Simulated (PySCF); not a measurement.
Simulation results for BH5NSi, C2H8AlN, CH5BClN

All values are calculated (PySCF 2.14.0). Calculation on a computer-drawn molecule: optimised geometry and harmonic frequencies of an isolated molecule of the commonest isotopes, restricted reference for singlets and unrestricted otherwise, frozen core in MP2.

Common to all runs: multiplicity 1; method HF; basis cc-pV(D+d)Z.

(1) BH5NSi

Start structure:
```xyz
8
BH5NSi
B     -1.5306    -1.0474     2.5238
Si    -0.6720    -0.4167     0.8493
N     -1.0813     0.9927     0.1115
H     -2.4970    -1.7457     2.4621
H     -1.1571    -0.7099     3.5006
H      0.4290    -1.0812     0.0820
H     -1.7828     1.6172     0.4139
H     -0.6065     1.3300    -0.7391
```

Settings of this run: charge 1.

It finds rotational constants 26.86, 5.926, 5.07 GHz; total energy -370.7233 hartree; convergence status largest gradient component 2.984e-05 hartree/bohr.

Drawn bonds:
```tsv
atom	other atom	order
1	2	1
2	3	1
1	4	1
1	5	1
2	6	1
3	7	1
3	8	1
```

Optimised structure:
```xyz
8
BH5NSi
B     -1.5608    -1.0537     2.5248
Si    -0.6542    -0.3970     0.8195
N     -1.0710     1.0085     0.0852
H     -2.5034    -1.7710     2.4205
H     -1.1103    -0.7125     3.5709
H      0.4184    -1.1156     0.1296
H     -1.7848     1.6381     0.4114
H     -0.6322     1.3423    -0.7578
```

Modes:
```tsv
frequency (cm⁻¹)	reduced mass (dalton)
105.2	1.066
212.2	2.978
351.9	1.152
598.6	4.172
667.1	1.076
679.4	1.276
729	1.073
757.8	1.227
952.7	1.407
974.4	1.328
1067	4.507
1226	1.128
1688	1.129
2425	1.044
2747	1.046
2869	1.132
3736	1.052
3831	1.098
```

(2) C2H8AlN

Start structure:
```xyz
12
C2H8AlN
C      0.3099     1.0023    -1.4981
C      0.0361    -0.3961    -0.9736
N      1.1978    -0.8894    -0.2569
Al    -0.2715    -1.8915    -2.4107
H     -0.5722     1.4004    -2.0356
H      1.1717     1.0206    -2.1961
H      0.6063     1.7200    -0.7078
H     -0.7384    -0.3179    -0.3159
H      1.9799    -1.0879    -0.9281
H      0.9818    -1.7888     0.1926
H     -1.2558    -1.9004    -3.5814
H      0.7800    -3.0431    -2.2843
```

It was run with charge 0.

It finds rotational constants 7.951, 3.946, 2.872 GHz; total energy -376.7339 hartree; convergence status largest gradient component 4.506e-05 hartree/bohr.

Drawn bonds:
```tsv
atom	other atom	order
1	2	1
2	3	1
2	4	1
1	5	1
1	6	1
1	7	1
2	8	1
3	9	1
3	10	1
4	11	1
4	12	1
```

Optimised structure:
```xyz
12
C2H8AlN
C      0.3243     0.9348    -1.5684
C      0.1262    -0.4887    -1.0294
N      1.2487    -0.8087    -0.1200
Al    -0.2466    -1.8419    -2.4522
H     -0.5377     1.2664    -2.1543
H      1.2067     1.0054    -2.2147
H      0.4734     1.6360    -0.7432
H     -0.7706    -0.4498    -0.3942
H      2.0972    -0.9435    -0.6466
H      1.0863    -1.6842     0.3491
H     -1.4380    -1.6523    -3.4831
H      0.6558    -3.1452    -2.5388
```

Modes:
```tsv
frequency (cm⁻¹)	reduced mass (dalton)
55.94	1.051
194.1	2.478
207.9	1.088
225.7	1.379
298.1	1.488
396.6	2.458
536.5	1.855
592.7	1.683
666.1	1.49
848.9	1.084
954.3	2.204
996.6	1.344
1030	1.207
1097	1.306
1167	2.57
1297	1.731
1367	1.349
1479	1.21
1514	1.263
1581	1.045
1605	1.046
1778	1.089
1960	1.056
1967	1.029
3110	1.081
3150	1.039
3213	1.098
3238	1.104
3697	1.052
3773	1.092
```

(3) CH5BClN

Start structure:
```xyz
9
CH5BClN
N     -0.6076     0.2640     0.3073
C      0.3589    -0.4384    -0.4449
B      1.8863    -0.4045     0.1518
Cl     2.1178     0.1476     1.7014
H     -0.5616     0.0029     1.3950
H     -1.5422     0.0081     0.0618
H      0.4170     0.0111    -1.4179
H      0.1533    -1.5237    -0.5917
H      2.7392    -0.7883    -0.4812
```

It was run with charge 0.

The calculation gives: rotational constants 13.41, 3.306, 2.711 GHz; total energy -579.4554 hartree; convergence status largest gradient component 3.286e-05 hartree/bohr.

Drawn bonds:
```tsv
atom	other atom	order
1	2	1
2	3	1
3	4	1
1	5	1
1	6	1
2	7	1
2	8	1
3	9	1
```

Optimised structure:
```xyz
9
CH5BClN
N     -0.6363     0.2593     0.3642
C      0.3721    -0.4383    -0.4108
B      1.8407    -0.3935     0.1374
Cl     2.2328     0.1626     1.7689
H     -0.6207    -0.0386     1.3240
H     -1.5558     0.0555     0.0141
H      0.4048    -0.0201    -1.4245
H      0.1711    -1.5163    -0.5679
H      2.7523    -0.7918    -0.5237
```

Modes:
```tsv
frequency (cm⁻¹)	reduced mass (dalton)
120.5	1.608
194.8	5.449
285.8	1.162
519	3.525
652.7	1.274
761.5	4.684
913	1.526
946.8	1.657
1009	1.537
1158	1.468
1222	2.063
1264	1.297
1369	1.295
1513	1.524
1566	1.152
1793	1.09
2757	1.095
3041	1.074
3170	1.083
3728	1.051
3806	1.093
```
